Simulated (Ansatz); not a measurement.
Geometry optimisation, Ansatz 0.2.0, RKS PBE-D4/def2-SVP.

input.yaml

```yaml
crystal:
  periodic: [false, false, false]
  atoms:
    - { symbol: C, position_ang: [-0.9678, -0.3408, -0.5128] }
    - { symbol: Si, position_ang: [-0.3441, -0.0756, 1.2276] }
    - { symbol: "N", position_ang: [1.1888, 0.0163, 0.5287] }
    - { symbol: Si, position_ang: [0.7039, 0.53, -0.9818] }
    - { symbol: H, position_ang: [-1.9099, 0.2714, -0.782] }
    - { symbol: H, position_ang: [-1.114, -1.3186, -0.8475] }
    - { symbol: H, position_ang: [-0.395, -1.2793, 2.0773] }
    - { symbol: H, position_ang: [-0.6526, 1.2315, 1.8614] }
    - { symbol: H, position_ang: [1.5875, -0.9119, 0.4907] }
    - { symbol: H, position_ang: [1.3881, -0.1771, -2.0145] }
    - { symbol: H, position_ang: [0.5806, 1.997, -1.0265] }
basis:
  gaussian: { orbitals: def2-SVP }
hamiltonian:
  xc: pbe
  dispersion: d4
relax:
  f_tol: 0.02
  max_steps: 50
output:
  orbitals: {}
```

Launched with:

```bash
$ ansatz run input.yaml --threads 2 --pin off --max-ram 3072MiB --backend cpu --events-out ev --progress --plain --runs-dir out
```

**Question.** Where does it end, and by what steps?

**Answer.** It converged. After 9 steps the energy has fallen by 1.609 eV; H9 moved furthest, 1.32 Å.

| step | energy less start (eV) | largest force component (eV/Å) | accepted |
| --- | --- | --- | --- |
| 0 | 0.0000 | 4.537 | yes |
| 1 | -0.9404 | 1.687 | yes |
| 2 | -1.1549 | 0.866 | yes |
| 3 | -1.2836 | 0.952 | yes |
| 4 | -1.4092 | 0.638 | yes |
| 5 | -1.5078 | 0.515 | yes |
| 6 | -1.5753 | 0.405 | yes |
| 7 | -1.6001 | 0.441 | yes |
| 8 | -1.6089 | 0.027 | yes |
| 9 | -1.6094 | 0.010 | yes |

```xyz
11
Properties=species:S:1:pos:R:3
C -1.091 -0.101 -0.510
Si -0.353 -0.301 1.239
N 1.230 0.088 0.570
Si 0.678 0.321 -1.088
H -1.830 0.718 -0.618
H -1.514 -1.028 -0.945
H -0.471 -1.683 1.836
H -0.869 0.675 2.269
H 2.153 0.164 0.999
H 1.273 -0.630 -2.099
H 0.860 1.719 -1.631
```

Whether the end is a true minimum wasn't checked by a vibrational analysis.

The run took 17 s on 2 threads of Arm Neoverse V2, with other jobs on the host, peak memory 0.13 GiB.
